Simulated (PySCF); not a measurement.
# r2SCANh on Sc⁴⁺ (scandium, charge +4)

Configuration: [Ne] 3s2 3p5, 2P determinant. All numbers are calculated (PySCF 2.14, scalar relativity by spin-free X2C-1e, in an uncontracted even-tempered set (21 s from 0.09 bohr⁻², ratio 2.5; 13 p from 0.12 bohr⁻², ratio 2.5; 5 d from 1.9 bohr⁻², ratio 2.7; 5 f from 2.9 bohr⁻², ratio 2.7)).

```json
{"Total energy": "-759.816 hartree", "One-electron energy": "-1005.548 hartree", "Hartree (Coulomb) energy": "283.421 hartree", "Exchange-correlation energy": "-37.689 hartree", "⟨S²⟩": "0.7526", "⟨L²⟩": "2.009", "Sum of ⟨r⟩": "10.19 bohr", "Sum of ⟨r²⟩": "10.32 bohr²", "Traceless quadrupole moment −½Σ⟨3z² − r²⟩ along its main axis": "0.541 e·bohr²"}
```

| shell | electrons | mean orbital energy (hartree) | spread (hartree) | rms radius, mean of both spins (bohr) |
| --- | --- | --- | --- | --- |
| 1s α | 1 | -164.74911 | 0 | 0.0845 |
| 1s β | 1 | -164.72891 | 0 | 0.0845 |
| 2s α | 1 | -19.90959 | 0 | 0.372 |
| 2s β | 1 | -19.89906 | 0 | 0.372 |
| 2p α | 3 | -16.63681 | 0.04888 | 0.341 |
| 2p β | 3 | -16.61462 | 0.00562 | 0.341 |
| 3s α | 1 | -4.03900 | 0 | 1.11 |
| 3s β | 1 | -3.92933 | 0 | 1.11 |
| 3p α | 3 | -3.16000 | 0.10782 | 1.17 |
| 3p β | 2 | -3.09070 | 0 | 1.17 |

Densities and radii are taken from the X2C orbitals without a picture-change correction, which distorts them close to the nucleus.
